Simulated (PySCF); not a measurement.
Match the calculated data to a structure.

All candidates are C3H10N2Si.

- NMR, other nuclei: isotropic shieldings of nuclei other than C and H, by class: 168 (1 N), 204 (1 N), 405 (1 Si) ppm [GIAO PBE0/pcSseg-1]
- Polarisability: 77.5 au [PBE0/def2-SVPD]
- UV, first state: lowest singlet excitation: 5.82 eV (213 nm, f = 0.005) [TDDFT PBE0/def2-SVPD]
- Triplet: lowest triplet excitation (Tamm–Dancoff): 5.66 eV [TDA PBE0/def2-SVPD]
- 13C NMR: chemical shifts (computed TMS as zero) by class: 40.4 (1 C), 6.6 (2 C) ppm [GIAO PBE0/pcSseg-1]
- UV, strongest line: among the 8 lowest singlet transitions: S5 at 6.66 eV (186 nm, f = 0.028) [TDDFT PBE0/def2-SVPD]
- Rotational structure: rotational constants A, B, C: 4.239, 2.281, 1.692 GHz [GFN2-xTB]

Gas-phase values; electronic properties from PySCF, density fitting. Levels stand in brackets. The structure is a single GFN2-xTB conformer in the gas phase; no vibrational or solvent corrections. Each NMR value is the plain mean over a class of atoms that symmetry, rotation or inversion makes alike.

Question: Which candidate is it?
A. `[H]/N=C/CN(C)[SiH3]`
B. `NN([SiH3])C1CC1`
C. `C=N[SiH2]N(C)C`

Answer: B. It is `NN([SiH3])C1CC1`. Numbering: `[NH2:1][N:2]([SiH3:3])[CH:4]1[CH2:5][CH2:6]1`. Its formula, C3H10N2Si, gives 1 degree of unsaturation: 1 ring and 0 π bonds in the structure found. 3 carbons fall into 2 classes; from least to most shielded: ring sp3 carbon bound to nitrogen [C4] (40.4 ppm), three-membered-ring carbon [C5/C6] (6.6 ppm, 2 C, up to 4.2 ppm apart in this geometry). The other shieldings belong to: 168 ppm, hydrazine nitrogen [N1]; 204 ppm, hydrazine nitrogen [N2]; 405 ppm, SiH3 silicon [Si3]. The optimised geometry has point group C1 and is an asymmetric top.

The others, at the same levels:
- `[H]/N=C/CN(C)[SiH3]` fails: it has 3 carbon classes against 2; its computed 13C shifts are 174.5 (1 C), 63.9 (1 C), 39.9 (1 C) ppm, rotational constant A is 3.946 GHz (against 4.239 GHz) and smallest rotational constant is 1.856 GHz (against 1.692 GHz).
- `C=N[SiH2]N(C)C` fails: its computed 13C shifts are 170.2 (1 C), 39.2 (2 C) ppm, rotational constant A is 5.899 GHz (against 4.239 GHz) and smallest rotational constant is 1.438 GHz (against 1.692 GHz).

Each candidate is one conformer, not necessarily the lowest. Dipoles, sizes and rotational constants follow the conformer. The torsions of the flexible species, by atom-mapped SMILES:
- `[NH2:1][N:2]([SiH3:3])[CH:4]1[CH2:5][CH2:6]1`: N1–N2–C4–C5 149°, H–N1–N2–Si3 -139°, H–N1–N2–Si3 103°
- `[H]/[N:6]=[CH:5]/[CH2:4][N:2]([CH3:1])[SiH3:3]`: C1–N2–C4–C5 -73°, N2–C4–C5–N6 -5°
- `[CH2:1]=[N:2][SiH2:3][N:4]([CH3:5])[CH3:6]`: C1–N2–Si3–N4 -135°, N2–Si3–N4–C5 -34°
